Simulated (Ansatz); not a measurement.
A structure relaxed at PBE0-D4/def2-TZVP, charge 0, multiplicity 1:

Cartesian coordinates in Å:
```
C 1.1686 0.8124 0.4657
C -0.0021 -0.1321 0.2864
C -1.3344 0.5877 0.3287
O 0.1250 -0.7799 -0.9709
Ge 0.2757 -2.5531 -1.0687
H 2.1130 0.2647 0.4419
H 1.1812 1.5513 -0.3392
H 1.0986 1.3385 1.4207
H 0.0212 -0.8836 1.0924
H -2.1585 -0.1193 0.2120
H -1.3922 1.3176 -0.4823
H -1.4613 1.1117 1.2790
H 0.3653 -2.5158 -2.6657
```

Give its formula and SMILES.

C3H8GeO, `CC(C)[O][GeH]`.

Point group (tolerance 0.08 Å, 0.16 Å for H)?

Cs.

Summarise the bond lengths by kind.

2 × C–C 1.515 Å; 7 × C–H 1.092 to 1.102 Å; 1 × C–O 1.420 Å; 1 × Ge–O 1.782 Å; 1 × Ge–H 1.600 Å.

All numbers were calculated with Ansatz.
